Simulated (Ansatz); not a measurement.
```yaml
crystal:
  periodic: [false, false, false]
  atoms:
    - {symbol: C, position_ang: [-0.895575, -1.187732, 2.368625]}
    - {symbol: S, position_ang: [1.266746, 1.445562, 1.850706]}
    - {symbol: In, position_ang: [1.264472, 1.641835, -2.563342]}
    - {symbol: F, position_ang: [-0.762643, -0.714695, -4.513179]}
    - {symbol: F, position_ang: [3.083843, 3.932948, -4.743148]}
    - {symbol: H, position_ang: [-2.777210, -0.776506, 1.650004]}
    - {symbol: H, position_ang: [-0.993114, -1.412890, 4.414036]}
    - {symbol: H, position_ang: [-0.186519, -2.928503, 1.536297]}
basis:
  gaussian: {orbitals: def2-SVP}
hamiltonian: {xc: {name: LC-wPBE}}
output: {forces: true}
```

```sh
$ ansatz run in.yaml --threads 4 --pin off --events-out ev --progress --plain --max-ram 10444MiB
```

It prints (some lines left out):

```
Functional definition: LC-wPBE
1149 factors; their error is unknown
346 factors; integrals over basis functions are off by at most 6.6e-5 eV
mean field evaluation 1: about -22472.9439 eV, gradient 7.3e1 eV
mean field evaluation 2: about -21632.3147 eV, gradient 2.5e2 eV
mean field evaluation 4: about -22481.1530 eV, gradient 3.4e1 eV
mean field evaluation 8: about -22481.1528 eV, gradient 3.4e1 eV
mean field evaluation 16: about -22486.1556 eV, gradient 1.7e0 eV
mean field evaluation 32: about -22486.2006 eV, gradient 4.9e-2 eV
mean field evaluation 64: about -22486.1974 eV, gradient 3.3e-1 eV
mean field evaluation 96: about -22486.1983 eV, gradient 2.9e-1 eV
mean field -22486.20078948 eV, -826.3526373191 hartree, gradient 1.3e-7 eV, S^2 0.000000; 6 other end points of the search recorded, 0 dependent functions left out
reference -22486.20078949 eV, -826.3526373194 hartree; 32, 32 occupied and 69, 69 virtual orbitals, 1149 factors
Total energy: -22486.20078949 eV, -826.3526373194 hartree
Atom 0 at    -0.895575    -1.187732     2.368625 Å, force    -2.106921    -2.422516     0.948009 eV/Å
Atom 1 at     1.266746     1.445562     1.850706 Å, force    -0.325086    -0.397942    -0.109859 eV/Å
Atom 2 at     1.264472     1.641835    -2.563342 Å, force     0.021347     0.063881    -0.920164 eV/Å
Atom 3 at    -0.762643    -0.714695    -4.513179 Å, force     0.455368     0.521091     0.562054 eV/Å
Atom 4 at     3.083843     3.932948    -4.743148 Å, force    -0.483247    -0.606097     0.621582 eV/Å
Atom 5 at    -2.777210    -0.776506     1.650004 Å, force     3.366307    -0.653895     1.233105 eV/Å
Atom 6 at    -0.993114    -1.412890     4.414036 Å, force     0.215452     0.462005    -3.709179 eV/Å
Atom 7 at    -0.186519    -2.928503     1.536297 Å, force    -1.143220     3.033473     1.374452 eV/Å
Dipole moment:    -0.478456    -0.646652     2.683410 e Å
```

Task: Something in this input is off. What?

Result: The coordinates are in bohr but typed as ångström. The run converged. The result belongs to that input, not to the molecule as meant.
